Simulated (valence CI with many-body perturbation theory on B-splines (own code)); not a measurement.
## Forbidden lines of Rh⁶⁺

Calculated by configuration interaction combined with many-body perturbation theory (CI+MBPT): three valence electrons over a frozen Dirac-Fock core [Kr], a basis of 9 s, 9 p, 10 d, 8 f, 5 g, 3 h, 1 i functions for each j, with the one-electron correlation potential Σ1, the two-electron term Σ2, the three-electron term Σ3, Breit, model QED; selected CI, second order for the rest, scaled by the run's own slope (own B-spline code, finite nucleus).

No measured spectrum was set against this ion. As an estimate, terms of the open shell hold to 2 to 4 % of their energy, and close levels can change places; different configurations can be misplaced against each other by 1,000 to 8,000 cm⁻¹. Core correlation moves these levels by up to 18000 cm⁻¹, and in measured spectra 5 to 20 % of such shifts remained as error; rates that hang on mixing are uncertain with them. The list stops below the first excitations out of the core.

Lines 1 to 50 of 120 in falling wavelength, among levels below 37.094 eV, chosen from the decays that carry over 1 % of a level's rate. Wavelengths and rates use the calculated energies, so an error of 2000 cm⁻¹ moves a line at 2590 nm by 52 % and its rate by three times that or more. Electric multipoles are in the length gauge, E1 and E2 with the static RPA response of the core. S is in atomic units (e²a₀⁴ for E2 and M2, e²a₀⁶ for E3), for M1 in squared Bohr magnetons. Weak lines are less certain than strong ones. Lines between different terms over intervals too small for the method are left out, as are lines whose strength nearly cancels. Intervals below about 2000 cm⁻¹, as at the head of this list, are uncertain by tens of per cent.

Names give the largest LS component (configuration and term), which can be under half, so a name can repeat, a term be missing and a line seem to break the LS rules; names also repeat where a configuration has a term twice. Letters in brackets count levels of one name in rising energy.

```tsv
λ vac (nm)	Upper	Lower	Type	A (s⁻¹)	S (a.u.)
5178	4d³ ⁴F_5/2	4d³ ⁴F_3/2	M1	3.05e-01	9.43e+00
4423	4d³ ⁴F_7/2	4d³ ⁴F_5/2	M1	4.91e-01	1.26e+01
4231	4d³ ⁴F_9/2	4d³ ⁴F_7/2	M1	3.46e-01	9.73e+00
3085	4d³ ⁴P_5/2	4d³ ⁴P_3/2	M1	4.39e-01	2.87e+00
2590	4d³ ²D_3/2 [a]	4d³ ⁴P_5/2	M1	1.74e-01	4.49e-01
2151	4d³ ²D_5/2 [a]	4d³ ²D_3/2 [a]	M1	7.16e-01	1.58e+00
1854	4d³ ²P_3/2	4d³ ²P_1/2	M1	9.23e-01	8.73e-01
1671	4d³ ²H_11/2	4d³ ²G_9/2	M1	9.51e-01	1.97e+00
1622	4d³ ²H_9/2	4d³ ²G_9/2	M1	1.61e+00	2.55e+00
1532	4d³ ²P_3/2	4d³ ²D_3/2 [a]	M1	2.39e+00	1.27e+00
1466	4d³ ²D_3/2 [a]	4d³ ⁴P_1/2	M1	7.50e-01	3.50e-01
1408	4d³ ²D_3/2 [a]	4d³ ⁴P_3/2	M1	2.22e+00	9.20e-01
1406	4d³ ²H_9/2	4d³ ²G_7/2	M1	1.58e+00	1.63e+00
1257	4d³ ²P_1/2	4d³ ⁴P_1/2	M1	3.50e+00	5.15e-01
1175	4d³ ²D_5/2 [a]	4d³ ⁴P_5/2	M1	4.21e-01	1.52e-01
962.6	4d³ ²P_3/2	4d³ ⁴P_5/2	M1	2.08e+00	2.75e-01
948.7	4d³ ²F_5/2	4d³ ²D_5/2 [a]	M1	8.27e-02	1.57e-02
895.6	4d³ ²G_7/2	4d³ ⁴F_9/2	M1	4.32e-02	9.20e-03
850.9	4d³ ²D_5/2 [a]	4d³ ⁴P_3/2	M1	1.18e-01	1.61e-02
827.3	4d³ ⁴P_5/2	4d³ ⁴F_9/2	E2	2.19e-02	4.54e+00
825.5	4d³ ²G_9/2	4d³ ⁴F_9/2	M1	2.78e+00	5.80e-01
812.9	4d³ ²F_7/2	4d³ ²H_9/2	M1	6.82e-02	1.09e-02
749.1	4d³ ²P_3/2	4d³ ⁴P_1/2	M1	1.29e-01	8.02e-03
742.4	4d³ ⁴P_3/2	4d³ ⁴F_5/2	M1	2.94e-01	1.78e-02
742.4	4d³ ⁴P_3/2	4d³ ⁴F_5/2	E2	1.75e-02	1.41e+00
739.1	4d³ ²G_7/2	4d³ ⁴F_7/2	M1	1.67e+00	2.00e-01
727.3	4d³ ⁴P_1/2	4d³ ⁴F_5/2	E2	2.09e-02	7.60e-01
692.0	4d³ ⁴P_5/2	4d³ ⁴F_7/2	M1	9.40e-02	6.93e-03
692.0	4d³ ⁴P_5/2	4d³ ⁴F_7/2	E2	1.74e-02	1.48e+00
690.7	4d³ ²G_9/2	4d³ ⁴F_7/2	M1	1.60e+00	1.95e-01
649.3	4d³ ⁴P_3/2	4d³ ⁴F_3/2	M1	5.79e-01	2.35e-02
649.3	4d³ ⁴P_3/2	4d³ ⁴F_3/2	E2	1.21e-02	4.99e-01
637.7	4d³ ⁴P_1/2	4d³ ⁴F_3/2	E2	6.70e-02	1.26e+00
637.7	4d³ ⁴P_1/2	4d³ ⁴F_3/2	M1	4.89e-02	9.40e-04
633.3	4d³ ²G_7/2	4d³ ⁴F_5/2	M1	2.29e+00	1.73e-01
598.4	4d³ ⁴P_5/2	4d³ ⁴F_5/2	M1	6.44e-02	3.07e-03
598.4	4d³ ⁴P_5/2	4d³ ⁴F_5/2	E2	7.71e-03	3.17e-01
552.5	4d³ ²H_11/2	4d³ ⁴F_9/2	M1	1.25e-01	9.41e-03
547.1	4d³ ²H_9/2	4d³ ⁴F_9/2	M1	9.04e-01	5.49e-02
541.5	4d³ ²F_7/2	4d³ ²G_9/2	M1	3.54e-01	1.67e-02
541.5	4d³ ²F_7/2	4d³ ²G_9/2	E2	7.76e-02	2.58e+00
525.7	4d³ ²F_5/2	4d³ ²G_9/2	E2	7.27e-02	1.56e+00
524.9	4d³ ²F_5/2	4d³ ⁴P_5/2	M1	2.13e-01	6.87e-03
515.1	4d³ ²F_7/2	4d³ ²G_7/2	M1	1.68e+00	6.80e-02
500.7	4d³ ²F_5/2	4d³ ²G_7/2	M1	1.04e+00	2.92e-02
500.7	4d³ ²F_5/2	4d³ ²G_7/2	E2	1.40e-01	2.36e+00
489.6	4d³ ²D_5/2 [b]	4d³ ²F_5/2	M1	4.64e+00	1.21e-01
486.1	4d³ ²D_3/2 [a]	4d³ ⁴F_5/2	M1	4.97e+00	8.47e-02
484.5	4d³ ²H_9/2	4d³ ⁴F_7/2	M1	6.85e-01	2.89e-02
478.6	4d³ ²D_3/2 [b]	4d³ ²F_5/2	M1	3.07e+00	5.00e-02
```
